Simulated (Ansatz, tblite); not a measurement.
Removing and adding an electron: the cluster GeSb2 (the lowest singlet isomer of a short search). The state is a singlet with charge 0. Geometry: PBE-D4/def2-TZVP. Ansatz, gas phase; energy differences of separate SCF runs; the oxidised species was run as a doublet alone; the reduced species was run as a doublet alone.

```xyz
3

Sb   -0.836    0.580   -1.162
Sb   -0.325   -1.383    0.606
Ge    1.160    0.802    0.556
```

In the def2 sets Sb takes a core potential; there is no spin–orbit coupling. The xTB rows come from tblite. The structure comes from a short search, and lower isomers may exist.

```json
{"level": "GFN1-xTB", "−HOMO (eV)": "9.74", "vertical IE (eV)": "12.22", "−LUMO (eV)": "8.35", "vertical EA (eV)": "–", "HOMO–LUMO gap (eV)": "1.39", "IE − EA (eV)": "–"}
{"level": "GFN2-xTB", "−HOMO (eV)": "8.34", "vertical IE (eV)": "11.42", "−LUMO (eV)": "6.99", "vertical EA (eV)": "4.40", "HOMO–LUMO gap (eV)": "1.34", "IE − EA (eV)": "7.03"}
{"level": "PBE0-D4/def2-TZVP", "−HOMO (eV)": "6.13", "vertical IE (eV)": "7.92", "−LUMO (eV)": "3.26", "vertical EA (eV)": "–", "HOMO–LUMO gap (eV)": "2.87", "IE − EA (eV)": "–"}
{"level": "PBE0-D4/def2-TZVPD", "−HOMO (eV)": "6.14", "vertical IE (eV)": "–", "−LUMO (eV)": "3.27", "vertical EA (eV)": "1.72", "HOMO–LUMO gap (eV)": "2.87", "IE − EA (eV)": "–"}
```

Task: Estimate the rows for PBE-D4/def2-TZVP, PBE-D4/def2-TZVPD, r2SCAN-D4/def2-TZVP, r2SCAN-D4/def2-TZVPD.

Result: 
```tsv
level	−HOMO (eV)	vertical IE (eV)	−LUMO (eV)	vertical EA (eV)	HOMO–LUMO gap (eV)	IE − EA (eV)	remarks
PBE-D4/def2-TZVP	5.25	7.82	3.87	–	1.38	–	–
PBE-D4/def2-TZVPD	5.27	–	3.89	1.60	1.38	–	HOMO above zero (-1 doublet)
r2SCAN-D4/def2-TZVP	5.49	7.90	3.91	–	1.58	–	–
r2SCAN-D4/def2-TZVPD	5.50	–	3.92	1.80	1.58	–	HOMO above zero (-1 doublet)
```

Relaxing the oxidised species (PBE-D4/def2-TZVP) changes its energy by -0.12 eV at PBE-D4/def2-TZVP, so the adiabatic ionisation energy to this nearest minimum is 7.70 eV. At PBE0-D4/def2-TZVP it is 7.81 eV.     A HOMO above zero means that the electron is unbound at that level or that self-interaction error raises the level; the energy of removing that electron tells which. Raw xTB energy differences between charge states are shifted by several eV; the methods need an empirical correction for them.
